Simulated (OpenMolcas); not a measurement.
# Ru²⁺: CASPT2 settings compared

* Program: OpenMolcas 26.06
* Basis: ANO-RCC-VDZP [6s5p3d1f]
* Scalar Hamiltonian: DKH2, point nucleus
* Active space: 6 electrons in 5 orbitals (4d)
* State averaging: 2S+1 = 5 even, 5 roots; 2S+1 = 3 even, 45 roots kept (CI in the orbitals of an earlier block); 2S+1 = 1 even, 35 roots kept (CI in the orbitals of an earlier block)
* Spin-orbit coupling: state interaction with AMFI integrals over the reference wave functions, term energies averaged over their components

Methods on the same reference wave functions:
A. CASSCF
B. SS-CASPT2, IPEA 0.1 Eh, imaginary shift 0.5 Eh (closed shells correlated: 3d 4s 4p)
C. SS-CASPT2, IPEA 0.4 Eh, no level shift (closed shells correlated: 4s 4p)
D. SS-CASPT2, IPEA 0.75 Eh, imaginary shift 0.2 Eh (closed shells correlated: 4s 4p)
E. MS-CASPT2, IPEA 0.75 Eh, imaginary shift 0.2 Eh (closed shells correlated: 4s 4p)
F. MS-CASPT2, IPEA 0.4 Eh, no level shift (closed shells correlated: 4s 4p)

Energies in cm-1 above 4d6 5D4, the measured ground level; measured values from Moore, Atomic Energy Levels, vol. III, NSRDS-NBS 35 (1971 reprint of NBS Circular 467, 1958).

```json
{"Level": "4d6 5D4", "A": "0.0", "B": "0.0", "C": "0.0", "D": "0.0", "E": "0.0", "F": "0.0", "Measured": "0.0"}
{"Level": "4d6 5D3", "A": "1200", "B": "1216", "C": "1209", "D": "1205", "E": "1206", "F": "1210", "Measured": "1159"}
{"Level": "4d6 5D2", "A": "1936", "B": "1919", "C": "1922", "D": "1924", "E": "1925", "F": "1923", "Measured": "1826"}
{"Level": "4d6 5D1", "A": "2408", "B": "2380", "C": "2390", "D": "2390", "E": "2390", "F": "2390", "Measured": "2266"}
{"Level": "4d6 5D0", "A": "2636", "B": "2600", "C": "2610", "D": "2610", "E": "2610", "F": "2610", "Measured": "2476"}
{"Level": "4d6 3H6", "A": "17466", "B": "16500", "C": "17080", "D": "17450", "E": "17450", "F": "17080", "Measured": ""}
{"Level": "4d6 3H5", "A": "17879", "B": "16780", "C": "17390", "D": "17790", "E": "17790", "F": "17400", "Measured": ""}
{"Level": "4d6 3P2(1)", "A": "18596", "B": "15070", "C": "16050", "D": "16790", "E": "16780", "F": "16050", "Measured": ""}
{"Level": "4d6 3F3(1)", "A": "20360", "B": "17810", "C": "18750", "D": "19420", "E": "19410", "F": "18740", "Measured": ""}
{"Level": "4d6 3F2(1)", "A": "20928", "B": "18250", "C": "19200", "D": "19880", "E": "19920", "F": "19230", "Measured": ""}
{"Level": "4d6 3P1(1)", "A": "22047", "B": "18540", "C": "19520", "D": "20260", "E": "20270", "F": "19530", "Measured": ""}
{"Level": "4d6 3G5", "A": "22244", "B": "20380", "C": "21090", "D": "21590", "E": "21590", "F": "21100", "Measured": ""}
{"Level": "4d6 3P0(1)", "A": "22877", "B": "19310", "C": "20300", "D": "21050", "E": "21050", "F": "20300", "Measured": ""}
{"Level": "4d6 3G4", "A": "23480", "B": "21450", "C": "22190", "D": "22710", "E": "22720", "F": "22200", "Measured": ""}
{"Level": "4d6 3G3", "A": "23724", "B": "21630", "C": "22390", "D": "22920", "E": "22940", "F": "22400", "Measured": ""}
{"Level": "4d6 1I6", "A": "26851", "B": "25780", "C": "26010", "D": "26020", "E": "26030", "F": "26010", "Measured": ""}
{"Level": "4d6 3D2", "A": "28142", "B": "24530", "C": "25460", "D": "26190", "E": "26180", "F": "25450", "Measured": ""}
{"Level": "4d6 3D1", "A": "28249", "B": "24680", "C": "25640", "D": "26410", "E": "26410", "F": "25640", "Measured": ""}
{"Level": "4d6 3D3", "A": "28478", "B": "24910", "C": "25860", "D": "26630", "E": "26630", "F": "25860", "Measured": ""}
{"Level": "4d6 1G4", "A": "28944", "B": "26680", "C": "27080", "D": "27350", "E": "27350", "F": "27080", "Measured": ""}
{"Level": "4d6 1S0", "A": "33328", "B": "29040", "C": "30170", "D": "31040", "E": "31070", "F": "30190", "Measured": ""}
{"Level": "4d6 1D2", "A": "34884", "B": "30420", "C": "30800", "D": "31000", "E": "31000", "F": "30800", "Measured": ""}
{"Level": "4d6 1F3", "A": "39145", "B": "34420", "C": "35080", "D": "35550", "E": "35550", "F": "35080", "Measured": ""}
```

Deviations, from unrounded energies. A percentage is the sum of absolute deviations over the sum of measured energies, with the sign that they share, or ± where signs differ.

| Against measurement | Levels | A | B | C | D | E | F |
| --- | --- | --- | --- | --- | --- | --- | --- |
| mean absolute deviation (cm-1) | 4 | 110 | 97 | 100 | 100 | 100 | 100 |
| fine structure of the ground term (%) | 4 | +5.8 | +5.0 | +5.2 | +5.3 | +5.3 | +5.2 |

B, C, D, E, F lie about equally close to measurement and A furthest from it. The largest miss of B in the table is 4d6 5D0, by +130 cm-1. The ranking rests on the paired levels alone, and a cruder setting can come out closer through cancelling errors.

Among B to F the level of the table that moves most is 4d6 1S0, by 2000 cm-1 (lowest in B, highest in E). Moves below CASPT2's spread within the term are not significant.

The two smallest mean deviations differ by little beside CASPT2's spread within terms, so their order carries little weight.

From A to B the spin-free energies of the other terms of 4d6 shown, above 5D, scale by factors of 0.81 to 0.96, as is usual when dynamic correlation screens the repulsion within a d or f shell.

The lowest spin-free term lies below A's lowest term by 0.316 hartree in B, 0.285 hartree in C, 0.272 hartree in D, 0.272 hartree in E, 0.285 hartree in F.

CASPT2 does not keep the components of a term degenerate, so their means are used; among the terms shown or strongly mixed into the levels shown the widest spread is 2200 cm-1 (4d6 1I, E). Levels of configurations with an s electron are missing; early in the row they begin among the upper levels of the d shell and mix with terms of their name. Terms from blocks run as CI alone lack orbitals of their own. The CASPT2 spread within a term exceeds the gap to the next term for 4d6 1I and 4d6 3D, so the order of their levels is uncertain (figures for C; the like holds for D, E, F). Without dynamic correlation excited terms often stand tens of per cent too high (terms of higher spin than the ground term too low), and those without a measured partner can miss by more than the paired ones (holds for A). Computed and measured levels are paired by configuration, term and J; levels that our copy of the source lacks, or whose pairing is in doubt (as where it misses far off the trend of its configuration), stay unpaired and out of the deviations. Levels of configurations outside the active space are missing. The table leaves out levels that lie high or whose names do not pair safely across all columns.

A number in round brackets counts repeated terms of one configuration in the order of the reference energies.
